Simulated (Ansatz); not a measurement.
Ansatz (a program for electronic structure) input (B3LYP-D3(BJ)/def2-TZVP):

Ansatz 0.2 input:
```yaml
crystal:
  periodic: [false, false, false]
  atoms:
    - {symbol: Zn, position_ang: [-0.01189325, 0.01861589, -0.01155951]}
    - {symbol: H, position_ang: [0.24519637, -1.52299255, 0.06897452]}
    - {symbol: H, position_ang: [-0.26880734, 1.56083081, -0.09242487]}
basis:
  gaussian:
    orbitals: def2-TZVP
hamiltonian:
  xc: b3lyp
  dispersion: d3bj
total_charge: 1
magnetization: {spin_polarized: true, initial_magnetization: 1}
relax: {f_tol: 0.002, max_steps: 150}
```

Output:

```
Functional definition: B3LYP
integrals: 0.01 GiB planned
544 factors; integrals over basis functions are off by at most 6.3e-4 eV
mean field: 0.20 GiB planned
mean field evaluation 1: about -48442.0270 eV, gradient 1.4e1 eV
mean field evaluation 2: about -48441.6117 eV, gradient 2.6e1 eV
mean field evaluation 4: about -48442.4713 eV, gradient 4.5e-1 eV
mean field evaluation 8: about -48442.4899 eV, gradient 2.6e-2 eV
mean field -48442.48986595 eV, -1780.2286670749 hartree, gradient 3.1e-5 eV, S^2 0.775051; 0 other end points of the search recorded, 0 dependent functions left out
the calculation of the forces begins
reference -48442.49006507 eV, -1780.2286743921 hartree; 16, 15 occupied and 44, 45 virtual orbitals, 544 factors
relax step   1: F+E_penalty+E_count = -48442.52456446 eV  Δ(F+E_penalty+E_count) = +0.000e0 eV  max|allowed force component| = 8.867e-1 eV/Å  Δτ_max = 0.0000 Å  (26 SCF iters, accepted)
these checks for a lower state are left out or cut short: starts, cluster_reference, orbital_swaps, neighbouring_geometries, increment
integrals: 0.01 GiB planned
544 factors; integrals over basis functions are off by at most 8.0e-4 eV
mean field: 0.20 GiB planned
mean field evaluation 16: about -48442.5297 eV, gradient 1.5e0 eV
mean field -48442.55301109 eV, -1780.2309876160 hartree, gradient 2.7e-5 eV, S^2 0.778734; 0 other end points of the search recorded, 0 dependent functions left out
the calculation of the forces begins
reference -48442.55321047 eV, -1780.2309949429 hartree; 16, 15 occupied and 44, 45 virtual orbitals, 544 factors
relax step   2: F+E_penalty+E_count = -48442.58759621 eV  Δ(F+E_penalty+E_count) = -6.303e-2 eV  max|allowed force component| = 3.391e-1 eV/Å  Δτ_max = 0.0517 Å  (29 SCF iters, accepted)
these checks for a lower state are left out or cut short: starts, cluster_reference, orbital_swaps, neighbouring_geometries, increment
integrals: 0.01 GiB planned
544 factors; integrals over basis functions are off by at most 9.1e-4 eV
mean field: 0.20 GiB planned
mean field -48442.56589389 eV, -1780.2314610501 hartree, gradient 5.4e-6 eV, S^2 0.781702; 0 other end points of the search recorded, 0 dependent functions left out
the calculation of the forces begins
reference -48442.56609362 eV, -1780.2314683898 hartree; 16, 15 occupied and 44, 45 virtual orbitals, 544 factors
relax step   3: F+E_penalty+E_count = -48442.60047299 eV  Δ(F+E_penalty+E_count) = -1.288e-2 eV  max|allowed force component| = 2.204e-2 eV/Å  Δτ_max = 0.0362 Å  (32 SCF iters, accepted)
these checks for a lower state are left out or cut short: starts, cluster_reference, orbital_swaps, neighbouring_geometries, increment
integrals: 0.01 GiB planned
544 factors; integrals over basis functions are off by at most 9.2e-4 eV
mean field: 0.20 GiB planned
mean field evaluation 32: about -48442.5490 eV, gradient 1.4e-1 eV
mean field -48442.56594943 eV, -1780.2314630911 hartree, gradient 3.8e-5 eV, S^2 0.781944; 0 other end points of the search recorded, 0 dependent functions left out
the calculation of the forces begins
reference -48442.56614919 eV, -1780.2314704319 hartree; 16, 15 occupied and 44, 45 virtual orbitals, 544 factors
relax step   4: F+E_penalty+E_count = -48442.60053178 eV  Δ(F+E_penalty+E_count) = -5.879e-5 eV  max|allowed force component| = 7.002e-4 eV/Å  Δτ_max = 0.0028 Å  (22 SCF iters, accepted)
integrals: 0.01 GiB planned
544 factors; integrals over basis functions are off by at most 9.2e-4 eV
mean field: 0.20 GiB planned
mean field -48442.56594943 eV, -1780.2314630911 hartree, gradient 3.8e-5 eV, S^2 0.781944; 1 other end points of the search recorded, 0 dependent functions left out
the calculation of the forces begins
reference -48442.56614919 eV, -1780.2314704319 hartree; 16, 15 occupied and 44, 45 virtual orbitals, 544 factors
Total energy: -48442.60073154 eV, -1780.2327413098 hartree
Atom 0 at    -0.011918     0.018788    -0.011572 Å, force    -0.000026     0.000230    -0.000025 eV/Å
Atom 1 at     0.260072    -1.612252     0.073648 Å, force    -0.000084     0.000470    -0.000018 eV/Å
Atom 2 at    -0.283658     1.649918    -0.097086 Å, force     0.000111    -0.000700     0.000043 eV/Å
Dipole moment:    -0.000019     0.000059     0.000007 e Å
```

The spin state was set by rule; other spins were not relaxed.
